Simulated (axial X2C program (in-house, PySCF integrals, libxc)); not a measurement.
# What spin–orbit coupling does to LiSn⁻

All values were computed with an in-house all-electron X2C program for linear molecules (integrals from PySCF). Spin-free means the one-electron spin-free X2C Hamiltonian; two-component (2c) means X2C with spin–orbit coupling and atomic mean-field two-electron Coulomb and Gaunt terms, so the difference of the two also holds small scalar two-electron terms. Basis: Sn dyall-acv3z [12s13p10d5f1g], Li dyall-av3z [9s9p3d] (cores contracted in-house); Gaussian nuclei, density fitting, unrestricted open shells. Masses: Sn 119.902 u, Li 7.016 u.

Spin-free state: M_S = 2, Λ = 0 (beyond evenly filled blocks: 2 × σα, π+α, π-α); fragments Sn- + Li.

```
 level  Re (Å)  ωe (cm⁻¹)  De (eV)  μ (D)
  PBE0   2.806      249.6    0.865  -9.70
r2SCAN   2.825      242.8    0.885  -9.94
```

Dipoles are positive if Li is the positive end and refer to the centre of mass.

Two-component determinant lowest at the distance of the search:

Ω = 1 (⟨Sz⟩ = 0.98, ⟨Lz⟩ = 0.02 at PBE0); fragments Sn- + Li.

| level | Re (Å) | ωe (cm⁻¹) | De (eV) | μ (D) |
| --- | --- | --- | --- | --- |
| PBE0 | 2.782 | 276.8 | 1.146 | -5.47 |
| r2SCAN | 2.774 | 281.8 | 1.185 | -5.12 |

(1) From the two tables, how do the constants change at the PBE0 level (2c against spin-free)?

Occupations by symmetry block were frozen at the best pattern of an incomplete PBE0 search. Dissociation energies refer to the lowest single-determinant-based atoms at the same level and basis. Density functionals use the spin component along the axis (collinear). Other states lie close and PBE0, whose exact exchange favours high spin, may order them wrongly; the determinant shown need not be the ground state. The nearest other spin-free determinant of the search, M_S = 0, Λ = 2, lies 0.43 eV up at the distance of the search. The functionals have no current-density term, which raises determinants with orbital currents, atoms included. With several unpaired electrons one determinant need not be a pure state. Open-shell Ω = 0 determinants with evenly filled partner blocks cannot be reached by this program, so the Ω shown need not be the lowest component. At some level and bond length an empty orbital lies below a filled one. The highest occupied level of some functionals is positive through self-interaction error; at Hartree–Fock it is bound.

Results:

(1) At the PBE0 level Re decreases by 0.024 Å and ωe rises by 27.2 cm⁻¹; De changes by 0.281 eV. The two determinants differ in configuration, so these shifts compare two states and are not the spin–orbit effect on one state.
